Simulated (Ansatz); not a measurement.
`[SiH3]C[AsH2]` and `C[SiH3]` differ in one atom or group.

Ansatz, PBE0-D4/def2-TZVP geometries, multiplicity 1. 

Scalar relativity is left out up to krypton.

```
                                                                                  property  `[SiH3]C[AsH2]`
                                                         LUMO energy (PBE/def2-TZVPP) / eV            -0.82
ideal-gas entropy at 298 K and 1 bar (rigid rotor, harmonic PBE0-D4/def2-TZVP) / J/(mol·K)              327
                                                     HOMO–LUMO gap (B3LYP/def2-TZVPP) / eV             6.78
                                                       HOMO–LUMO gap (PBE/def2-TZVPP) / eV             5.31
                                            size of the dipole moment (PBE/def2-TZVPP) / D             0.63
                                                   HOMO–LUMO gap (ωB97M-V/def2-TZVPP) / eV            10.96
```

Task: What does the change do to each property? (Estimate.)

Result: The calculation gave: 
```
                                                                                  property  `C[SiH3]`  shift
                                                         LUMO energy (PBE/def2-TZVPP) / eV      -0.09   0.73
ideal-gas entropy at 298 K and 1 bar (rigid rotor, harmonic PBE0-D4/def2-TZVP) / J/(mol·K)        255    -72
                                                     HOMO–LUMO gap (B3LYP/def2-TZVPP) / eV       9.42   2.64
                                                       HOMO–LUMO gap (PBE/def2-TZVPP) / eV       7.82   2.51
                                            size of the dipole moment (PBE/def2-TZVPP) / D       0.85   0.22
                                                   HOMO–LUMO gap (ωB97M-V/def2-TZVPP) / eV      13.64   2.68
```

With PBE0 the HOMO falls by 2.03 eV and the LUMO rises by 0.70 eV, so the gap widens by about 2.73 eV. PBE moves the HOMO by -1.78 eV and ωB97M-V by -2.17 eV. The zero-point energy changes by -18.1 kJ/mol with -6 modes. Dipoles are sizes alone; their direction can turn.

B3LYP here is the variant with VWN-RPA as its local correlation; programs differ in this.
